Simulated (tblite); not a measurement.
Species: C4H2Br2N2.
Bonds: Br1–C2, C2–C3 (aromatic), C3–C4 (aromatic), C4–N5 (aromatic), N5–N6 (aromatic), N6–C7 (aromatic), C7–Br8, C2–C7 (aromatic). Hydrogens: H9 on C3; H10 on C4.

Computed with GFN2-xTB (tblite), gas phase: L-BFGS steps from a force-field or distance-geometry start until the largest atomic force falls under 0.01 eV/Å.

Step 10: E = -640.7868 eV
```
atom  x, y, z in Å  |  force x, y, z in eV/Å
Br1     1.8628    2.1358   -0.0340   -0.016  -0.077  -0.001
C2      0.6671    0.6662   -0.0154   -0.001   0.010   0.015
C3     -0.7022    0.8485    0.0134   -0.004   0.013  -0.020
C4     -1.4947   -0.3019    0.0247   -0.004   0.017   0.028
N5     -0.9872   -1.5172    0.0140   -0.023   0.036  -0.021
N6      0.2947   -1.6861   -0.0129    0.008   0.028   0.017
C7      1.1176   -0.6637   -0.0255    0.037   0.018  -0.012
Br8     2.9547   -1.0734   -0.0591    0.002   0.018  -0.002
H9     -1.1316    1.8397    0.0237   -0.004  -0.064   0.001
H10    -2.5725   -0.2432    0.0486    0.005   0.000  -0.005
```

Step 11: E = -640.7872 eV
```
atom  x, y, z in Å  |  force x, y, z in eV/Å
Br1     1.8651    2.1330   -0.0342   -0.023  -0.063   0.000
C2      0.6664    0.6660   -0.0148    0.014   0.032   0.006
C3     -0.7030    0.8488    0.0131    0.021   0.018  -0.010
C4     -1.4952   -0.3009    0.0254   -0.007   0.000   0.014
N5     -0.9873   -1.5155    0.0134   -0.005   0.003  -0.008
N6      0.2946   -1.6845   -0.0124    0.010   0.005   0.005
C7      1.1184   -0.6630   -0.0258    0.016   0.008  -0.001
Br8     2.9556   -1.0729   -0.0593   -0.007   0.020  -0.002
H9     -1.1333    1.8387    0.0236   -0.005  -0.035   0.001
H10    -2.5726   -0.2450    0.0485   -0.014   0.013  -0.004
```

**Question.** Estimate the geometry and energy of step 12. (The exact step hangs on the optimiser's Hessian estimate; all steps are aligned on step 11, rigid shifts and turns removed.)

**Answer.** E = -640.7874 eV, largest force 0.039 eV/Å
```
atom  x, y, z in Å  |  force x, y, z in eV/Å
Br1     1.8658    2.1304   -0.0342   -0.012  -0.037   0.000
C2      0.6662    0.6663   -0.0144    0.019   0.021  -0.001
C3     -0.7030    0.8489    0.0128    0.014   0.006   0.000
C4     -1.4955   -0.3003    0.0260    0.003  -0.009   0.000
N5     -0.9873   -1.5146    0.0129    0.002  -0.009   0.003
N6      0.2947   -1.6835   -0.0120    0.012  -0.005  -0.004
C7      1.1190   -0.6624   -0.0260   -0.003   0.001   0.006
Br8     2.9559   -1.0723   -0.0594   -0.006   0.019  -0.002
H9     -1.1342    1.8376    0.0235   -0.008  -0.007   0.000
H10    -2.5727   -0.2455    0.0484   -0.020   0.020  -0.002
```

The energy changes by -0.0002 eV. The first-order estimate −F·Δx gives -0.0002 eV and the mean of the old and new forces, exact on a quadratic surface, -0.0002 eV. The step makes an angle of 47° with the force vector and moves no atom by more than 0.003 Å.

The cost below is that of the whole relaxation. Time: 0.1 s. Hardware: an Arm Neoverse V2 with one thread, shared host with 96 logical CPUs at a one-minute load of 17.
